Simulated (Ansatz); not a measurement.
Basis-set extrapolation for `FC1=CC(F)(F)C1` (PBE0-D4/def2-TZVP geometry, frozen core, Ansatz). Multiplicity 1, RHF reference.

```tsv
	def2-TZVPP	def2-QZVPP
HF	-451.666527	-451.685878
MP2 correlation	-1.367848	-1.481325
CCSD(T) correlation	-1.441154	not run
```

Energies in hartree. Use E(X) = E(∞) + A·exp(−7.88·√X) for Hartree–Fock and E(X) = E(∞) + B·X^(−2.97) for correlation, with X = 3 and 4, and add CCSD(T) minus MP2 of the smaller set to the MP2 limit.

Question: What is the CCSD(T) energy at the basis-set limit?

Answer: HF limit: -451.685878 + (-0.019351) × 0.13774 = -451.68854. MP2 limit: -1.481325 + (-0.113477) × 0.74074 = -1.56538. Higher-order term: -1.441154 − (-1.367848) = -0.07331. Total: -453.32723 hartree, 576.4 kJ/mol below CCSD(T)/def2-TZVPP.
